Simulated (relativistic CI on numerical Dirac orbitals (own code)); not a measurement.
**Hyperfine structure of Au³¹⁺, mass number 197**

Computed by Dirac-Coulomb-Breit CI, separate exchange-only KLI orbitals for each configuration, model QED, unscaled Slater integrals (own radial code, finite nucleus).

Configurations in the expansion (outside the closed core [Ar] 3d10): 4s2.4p6.4d10.4f2, 4s2.4p6.4d9.4f3, 4s2.4p6.4d10.4f.5s, 4s2.4p6.4d10.4f.5p, 4s2.4p6.4d10.5s2, 4s2.4p5.4d10.4f3, 4s2.4p6.4d10.5s.5p, 4s2.4p6.4d10.4f.5d, 4s2.4p6.4d10.5p2, 4s.4p6.4d10.4f3, 4s2.4p6.4d10.5s.5d, 4s2.4p6.4d9.4f2.5s, 4s2.4p6.4d9.4f.5s2, 4s2.4p6.4d10.4f.5f, 4s2.4p6.4d10.5p.5d, 4s2.4p6.4d9.4f2.5p. Levels of other configurations are missing.

Nuclear spin I = 3/2, μ = 0.1452 μN, Q = 0.547 b (tables of Stone and Pyykkö). The electronic factors are computed for point nuclear moments, without core polarisation or the Bohr-Weisskopf and QED corrections.

```tsv
Level	E (cm⁻¹)	A (MHz)	B (MHz)
4s2.4p6.4d10.4f2 3H_4	0.0	577.3	3040
4s2.4p6.4d10.4f2 3F_2	24053.6	580.1	-1350
4s2.4p6.4d10.4f2 3H_5	41419.4	411.8	3470
4s2.4p6.4d10.4f2 3F_3	57169.6	365.6	-1030
4s2.4p6.4d10.4f2 3H_6	73646.4	350.6	4350
4s2.4p6.4d10.4f2 3F_4	103442.8	311.3	-354
4s2.4p6.4d10.4f2 3P_1	114544.7	-23.13	1150
4s2.4p6.4d10.4f2 1I_6	121081.1	379.4	7170
```

Levels with J = 0, under 50 % of one LS term, or S terms without an open s electron are left out. Small factors come from cancelling terms and can be off by tens of per cent or more.

At this charge energies of transitions that change n are usually good to better than 1 %, and those within a shell (Δn = 0) to a few per cent. Terms inside the open d or f shell come out 10 to 20 % too wide with unscaled integrals.

Q: Give the hyperfine levels of 4s2.4p6.4d10.4f2 3H_4 relative to its centre of gravity.

A: With K = F(F + 1) − I(I + 1) − J(J + 1), E = AK/2 + B[¾K(K + 1) − I(I + 1)J(J + 1)]/[2I(2I − 1)J(2J − 1)]: F = 5/2: -2836, F = 7/2: -2906, F = 9/2: -1042, F = 11/2: 4224 MHz.

LS names give the leading component of a level, which can be under half, so a name can repeat, a term be missing and a line seem to break the LS rules.
